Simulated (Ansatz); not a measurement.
Ge(H)(F)(NH2)2 (FGeH5N2), SMILES [NH2][GeH]([NH2])[F].

Coordinates come from a PBE0-D3(BJ)/def2-SVP optimisation. This is a generated structure with no PubChem entry under its InChIKey; it may be hypothetical. The values are those of a single conformer.

Two levels are set side by side: PBE/def2-SVPD (Ansatz, a program for electronic structure) and PBE0/def2-SVPD (Ansatz). Energy differences of separate SCF runs at the same geometry; the states with an electron removed or added have multiplicity 2 and 2. Differences are taken from unrounded values.

```json
[
 {"quantity": "vertical ionisation energy (eV)", "PBE0": "9.92"},
 {"quantity": "vertical singlet–triplet gap (eV)", "PBE0": "6.25"}
]
```

**Question.** What does PBE give, and how far is it from PBE0? (The exact figures need the calculation; the answer reports its results.)

**Answer.** 
| quantity | PBE | PBE minus PBE0 |
|---|---|---|
| vertical ionisation energy (eV) | 9.53 | -0.39 |
| vertical singlet–triplet gap (eV) | 5.89 | -0.36 |
